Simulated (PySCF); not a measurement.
Coordinates in bohr (charge 0 multiplicity 1):
```
V    -0.3373   -0.0717    0.0000
N    -0.0015   -2.8856    0.0000
F     0.4486    1.1599   -2.9493
F     0.4486    1.1599    2.9493
```

Level of theory: PySCF, PBE0, basis V def2-SVP, N def2-SVP, F def2-SVP (no relativity, density fitting).

This geometry of VNF₂ is a stationary point at this level.

What is the point group?

Cs.

Is it a minimum?

Yes: all harmonic wavenumbers are real.

List the harmonic modes with their infrared intensities.


```csv
symmetry,ω (cm⁻¹),IR (km/mol)
a',112,70.9
a',262,20.5
a'',362,0.1
a',715,71.4
a'',826,209
a',1277,114
```

Give the ideal-gas entropy at 298.15 K and 1 bar by parts.

translation 166.7, rotation 104.4, vibration 27.2, spin 0.0; total 298.2 J/(mol K).

What is the atomisation energy, with and without zero-point energy?

1504 kJ/mol without, 1483 kJ/mol with.

Stability towards spin polarisation was not tested. Other isomers or separated fragments may lie lower.
